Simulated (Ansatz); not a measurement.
Basis-set extrapolation for C3H6OSi (`C#C[SiH2]CO`) (PBE0-D4/def2-TZVP geometry, frozen core, the Gaussian-basis code of Ansatz). Multiplicity 1, RHF reference.

```tsv
	def2-TZVPP	def2-QZVPP
HF	-480.915230	-480.932859
MP2 correlation	-0.836344	-0.895655
CCSD(T) correlation	-0.911772	not run
```

Energies in hartree. Use E(X) = E(∞) + A·exp(−7.88·√X) for Hartree–Fock and E(X) = E(∞) + B·X^(−2.97) for correlation, with X = 3 and 4, and add CCSD(T) minus MP2 of the smaller set to the MP2 limit.

Task: What is the CCSD(T) energy at the basis-set limit?

Result: HF limit: -480.932859 + (-0.017629) × 0.13774 = -480.93529. MP2 limit: -0.895655 + (-0.059311) × 0.74074 = -0.93959. Higher-order term: -0.911772 − (-0.836344) = -0.07543. Total: -481.95031 hartree, 77.4 kcal/mol below CCSD(T)/def2-TZVPP.
